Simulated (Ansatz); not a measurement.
One change: `CC(=O)OC(C)C` becomes `CB(F)OC(C)=O`.

Ansatz, PBE0-D4/def2-TZVP geometries, multiplicity 1. Each molecule was computed in one conformer, which needn't be the lowest.

```
                                        property  `CC(=O)OC(C)C`
           HOMO–LUMO gap (B3LYP/def2-TZVPP) / eV            7.75
              LUMO energy (PBE0/def2-TZVPP) / eV            0.47
               HOMO energy (PBE/def2-TZVPP) / eV           -6.16
            HOMO–LUMO gap (PBE0/def2-TZVPP) / eV            8.31
             HOMO energy (B3LYP/def2-TZVPP) / eV           -7.59
size of the dipole moment (B3LYP/def2-TZVPP) / D            1.95
```

Problem. Give the same properties after the change, and the shifts. (Best estimate.)

Solution. Computed: 
| property | `CB(F)OC(C)=O` | shift |
| --- | --- | --- |
| HOMO–LUMO gap (B3LYP/def2-TZVPP) / eV | 7.29 | -0.46 |
| LUMO energy (PBE0/def2-TZVPP) / eV | -0.55 | -1.02 |
| HOMO energy (PBE/def2-TZVPP) / eV | -6.67 | -0.51 |
| HOMO–LUMO gap (PBE0/def2-TZVPP) / eV | 7.83 | -0.48 |
| HOMO energy (B3LYP/def2-TZVPP) / eV | -8.12 | -0.53 |
| size of the dipole moment (B3LYP/def2-TZVPP) / D | 1.69 | -0.26 |

With PBE0 the HOMO falls by 0.54 eV and the LUMO falls by 1.02 eV, so the gap narrows by about 0.48 eV. PBE moves the HOMO by -0.51 eV and ωB97M-V by -0.54 eV. Dipoles are sizes alone; their direction can turn.

B3LYP here is the variant with VWN-RPA as its local correlation; programs differ in this.
